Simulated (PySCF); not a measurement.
Br₅W, charge +1, multiplicity 1. Atoms are numbered in the order given.

```xyz
6

W      0.0000     0.0000     0.0000
Br     0.0000     0.0000     2.4393
Br     0.0000     0.0000    -2.4393
Br     2.3899     0.0000     0.0000
Br    -1.1950     2.0698     0.0000
Br    -1.1950    -2.0698     0.0000
```
Charge +1, spin multiplicity 1.

The structure is a stationary point at B3LYP-D3(BJ)/def2-SVP. The multiplicity is an assumed one; other spin states were not compared. The def2 effective core potentials stand for the cores of W; spin–orbit coupling is left out.

All values below come from PBE0/def2-TZVP (PySCF).

Atomic charges (e):

```
atom  Mulliken  Löwdin
----  --------  ------
W1         [?]   -0.67
Br2        [?]    0.29
Br3        [?]    0.29
Br4        [?]    0.36
Br5        [?]    0.36
Br6        [?]    0.36
```

Problem. Complete the blanks. (The exact figures need the calculation; the answer reports its results.)

Solution. 
- W1, Mulliken: 0.96
- Br2, Mulliken: -0.01
- Br3, Mulliken: -0.01
- Br4, Mulliken: 0.02
- Br5, Mulliken: 0.02
- Br6, Mulliken: 0.02
